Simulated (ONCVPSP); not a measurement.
# Before and after: ONCV potential for Ge

* Element: germanium
* Generator: ONCVPSP 4.0.1
* Type: optimised norm-conserving Vanderbilt (ONCV)
* Functional: PBEsol
* Relativity: fully relativistic
* Frozen core: [Ar] 3d10
* Valence charge: 4
* Reference configuration: 4s1 4p3
* Partial waves: 4s: rc 1.80 bohr, ncon 3, nbas 7, qcut 3.4 1/bohr, 2 projectors, debl 1.4 Ha; 4p: rc 1.50 bohr, ncon 4, nbas 7, qcut 5.8 1/bohr, 2 projectors, debl 1 Ha
* Local potential: polynomial inside 1.40 bohr (lpopt 5, dvloc0 0 Ha)
* Core correction: Teter function fitted to the true core (icmod 2), fcfact 0.4

Open shells are filled in proportion to 2j + 1.

All-electron outer shells of the reference configuration (PBEsol, scalar-relativistic, ld1.x):

```
shell  level (eV)  outermost node (bohr)  outermost maximum (bohr)
   3p     -117.22                   0.23                      0.54
   3d      -31.05                      –                      0.50
   4s      -12.70                   0.77                      1.73
   4p       -4.59                   0.82                      2.16
```

Change: p: qcut 3.6.

Cutoffs: the cutoffs (Ha) at which the residual kinetic energy of the hardest occupied pseudo-wave falls to 1 and 0.1 mHa per electron; they do not see the model core or the augmentation charge, which bear on the density cutoff. Errors are all-electron minus pseudo energies relative to the spin-unpolarised reference configuration.

**Question.** What does the change do?

**Answer.** The potential gets harder (16 Ha and 60 Ha → 24 Ha and 61 Ha); both files keep a bound ghost (p); the errors of the 4 common tests hardly move; the range in which the p3/2 phases agree narrows (upper end at the end of the scan → 3.3); the range in which the p1/2 phases agree narrows (upper end at the end of the scan → 3.4).

| quantity | base | changed |
| --- | --- | --- |
| cutoff, loose | 16 Ha | 24 Ha |
| cutoff, tight | 60 Ha | 61 Ha |
| loose cutoff by channel | s 14 Ha, p 16 Ha | s 14 Ha, p 24 Ha |
| bound ghosts | p3/2, p1/2 | p3/2, p1/2 |
| GHOST(+) flags under 300 eV | s at 93.7 eV | s at 93.7 eV, p3/2 at 110.8 eV |
| error for 4s2 4p2, meV [ΔE -7.98 eV] | -20 | -20 |
| error for 4s2 4p1, meV [ΔE -0.52 eV] | -7.6 | -8.0 |
| error for 4s2 4p0, meV [ΔE 14.93 eV] | +6.4 | +6.1 |
| error for 4s1 4p2, meV [ΔE 8.20 eV] | -2.4 | -2.3 |
| s: phases at 1.83 bohr within 0.05 rad from the reference energy up to (Ha; the scan ends near 5) | 3.0 | 3.0 |
| p3/2: phases at 1.52 bohr within 0.05 rad from the reference energy up to (Ha; the scan ends near 5) | to the end of the scan | 3.3 |
| p1/2: phases at 1.52 bohr within 0.05 rad from the reference energy up to (Ha; the scan ends near 5) | to the end of the scan | 3.4 |
| rms error of d²Exc/dni dnj with the model core, mHa | 5.81 | 5.81 |

 A true bound ghost makes a file unfit for plane-wave use even where its test errors are small: the radial tests pick states by their node count and pass the ghost by.
